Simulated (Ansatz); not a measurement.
Molecule: Si2Cl6, charge 0, multiplicity 1. 
Coordinates optimised at B3LYP-D3(BJ)/def2-TZVP (Ansatz, an electronic-structure program):
SMILES: Cl[Si](Cl)(Cl)[Si](Cl)(Cl)Cl
```xyz
8

Cl    -1.4391    -1.5131     1.6558
Si    -1.1371    -0.2313     0.0933
Cl    -2.1547     1.5094     0.4255
Cl    -1.7949    -1.0922    -1.6393
Si     1.1371     0.2313    -0.0933
Cl     1.7949     1.0922     1.6393
Cl     2.1547    -1.5094    -0.4255
Cl     1.4391     1.5131    -1.6558
```
Charge 0, spin multiplicity 1.

Total electronic energies in hartree. Cores are frozen in the correlated levels unless marked. Spin-orbit coupling is left out. No relativistic terms. CBS(X,Y): correlation extrapolated as X^-3; Hartree-Fock from the larger set.

| level | program | energy (Eh) |
|---|---|---|
| RI-HF/aug-cc-pV(T+d)Z | Ansatz | -3335.35938 |
| PBE/def2-TZVPD | Ansatz | -3339.20636 |
| PBE-D3(BJ)/def2-TZVPD | Ansatz + dftd3 | -3339.22478 |
| B3LYP-D3(BJ)/def2-TZVPD | Ansatz + dftd3 | -3340.76987 |
| PBE0/def2-TZVP | Ansatz | -3339.47757 |
| r2SCAN0/def2-TZVPD | Ansatz | [?] |
| LC-wPBE-D3(BJ)/def2-TZVPD | Ansatz + dftd3 | [?] |
| B2PLYP/def2-TZVPD | Ansatz | -3339.60646 |
| RI-MP2/cc-pV(T+d)Z | Ansatz | -3336.70278 |
| RI-MP2/cc-pV(Q+d)Z | Ansatz | -3336.86775 |
| SCS-MP2/6-31G* | Ansatz | -3335.93496 |
| SCS-MP2/aug-cc-pV(D+d)Z | Ansatz | -3336.28496 |
| CCSD/cc-pV(Q+d)Z | Ansatz | -3336.95161 |
| CCSD(T)/cc-pV(D+d)Z | Ansatz | -3336.33120 |
| CCSD(T)/CBS(cc-pV(T+d)Z,cc-pV(Q+d)Z) | Ansatz | -3337.1340 |

**Question.** What belongs in the gaps?

**Answer.** 
- r2SCAN0/def2-TZVPD, energy (Eh): -3340.37317
- LC-wPBE-D3(BJ)/def2-TZVPD, energy (Eh): -3339.70205
